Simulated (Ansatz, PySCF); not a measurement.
Ways to break one bond of [SiH3][Si](Cl)(Cl)Cl:

A. [SiH3][Si](Cl)(Cl)Cl -> [SiH2][Si](Cl)(Cl)Cl + H atom
B. [SiH3][Si](Cl)(Cl)Cl -> [SiH3] (SiH3) + Cl[Si](Cl)Cl
C. [SiH3][Si](Cl)(Cl)Cl -> [SiH3][Si](Cl)Cl + Cl atom

Quantity: bond dissociation energy (enthalpy at 298 K, with B3LYP-D3(BJ) rigid-rotor harmonic-oscillator terms from PySCF), kcal/mol. Each molecule is optimised on its own at B3LYP-D3(BJ)/def2-TZVP (Ansatz, an electronic-structure program), one conformer each, not searched for the lowest. Cores are frozen in the correlated levels unless marked. Open shells are spin-unrestricted. Spin-orbit coupling is left out. Non-relativistic. CBS(X,Y): correlation extrapolated as X^-3; Hartree-Fock from the larger set. [CCSD(T)-MP2]/basis is that difference in the basis named.

Question: Rank them by bond dissociation energy at RI-MP2/CBS(cc-pV(T+d)Z,cc-pV(Q+d)Z)+[CCSD(T)-MP2]/cc-pV(T+d)Z (Ansatz), lowest first.

Answer: B (79.0 kcal/mol), A (90.1 kcal/mol), C (109.7 kcal/mol)
